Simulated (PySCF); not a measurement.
BFH, SMILES F[BH] (connectivity only; charge and spin as stated), charge +1, multiplicity 1. Atoms are numbered in the order given.

```xyz
3

B      0.0000     0.0000    -0.6520
F      0.0000     0.0000     0.5658
H      0.0000     0.0000    -1.8323
```
Charge +1, spin multiplicity 1.

Coordinates come from a ωB97X-D3(BJ)/def2-TZVPD optimisation. The spin state was assumed, not searched. The isomer is the one that the SMILES or the coordinates give; other isomers of the formula were not compared.

All values below come from ωB97X-D3(BJ)/def2-TZVPD run with PySCF.

No scaling factor is applied to the harmonic values.

Modes within 1.5 cm⁻¹ of each other (mostly degenerate sets) share a row, with their intensities summed.

```csv
mode,ν (cm⁻¹),IR (km/mol),Raman (Å⁴/amu),depolarisation,moving atoms (share of kinetic energy)
1–2,742,78.4,0.7,0.75,"H 71 %, B 26 %"
3,1640,208.3,12.0,0.08,"B 50 %, F 38 %, H 13 %"
4,2853,20.1,43.4,0.05,"H 84 %, B 15 %"
```
